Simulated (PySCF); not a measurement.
PBE on Sn⁻ (tin, charge -1), [Kr] 4d10 5s2 5p3, high-spin 4S determinant. Computed with PySCF 2.14 in def2-QZVPPD with the def2 core potential (28 electrons), with a scalar-relativistic core potential.

```
cycle= 1 E= -214.299457516795  delta_E= -0.0098  |g|= 0.0518  |ddm|= 0.307
cycle= 2 E= -214.299792168674  delta_E= -0.000335  |g|= 0.0404  |ddm|= 0.0984
cycle= 3 E= -214.300120072486  delta_E= -0.000328  |g|= 0.0039  |ddm|= 0.0304
cycle= 4 E= -214.300132465605  delta_E= -1.24e-05  |g|= 0.000211  |ddm|= 0.0106
cycle= 5 E= -214.300132502489  delta_E= -3.69e-08  |g|= 9.48e-06  |ddm|= 0.000879
cycle= 6 E= -214.300132502631  delta_E= -1.41e-10  |g|= 8.19e-07  |ddm|= 4.63e-05
converged SCF energy = -214.300132502631  <S^2> = 3.7509423  2S+1 = 4.0004711
```

Highest occupied orbital energy: 1.176 eV; ⟨L²⟩ = 0.00; populations by l: s 4.00, p 9.00, d 10.00, f 0.00.

Can this result be used?

With care. The calculation finished and met its thresholds. Energies and moments cover only the electrons outside the core potential. At PBE the highest occupied level has a positive energy, so only the finite basis holds that electron; in a semilocal or global hybrid functional this comes from self-interaction and does not mean that the real anion is unbound.
